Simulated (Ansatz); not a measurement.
Gas-phase reaction R1 → 2 P1, each structure at its B3LYP-D3(BJ)/def2-TZVP stationary point, reached from a drawn start (curvature not checked).
R1: H2 (SMILES [H][H]), charge 0, multiplicity 1.
P1: H atom, charge 0, multiplicity 2.

P less R. No zero-point or thermal terms.

Run with Ansatz (a program for electronic structure) with Gaussian orbitals. No computed number here is a measurement.

Total energies in hartree:

```
structure  PBE/def2-TZVPP  CCSD(T)/cc-pVQZ
---------  --------------  ---------------
R1              -1.166121        -1.173794
P1              -0.499616        -0.499946
```

Task: Work out the reaction energy at each level in kJ/mol (1 hartree = 2625.49964 kJ/mol), and say how far PBE/def2-TZVPP lies from CCSD(T)/cc-pVQZ.

Result: 
- PBE/def2-TZVPP: 2 × (-0.499616) − (-1.166121) = 0.166889 hartree = 438.2 kJ/mol
- CCSD(T)/cc-pVQZ: 2 × (-0.499946) − (-1.173794) = 0.173902 hartree = 456.6 kJ/mol
PBE/def2-TZVPP less CCSD(T)/cc-pVQZ: -18.4 kJ/mol. CCSD(T)/cc-pVQZ is the level counted from, the highest shown, and no exact or measured value.
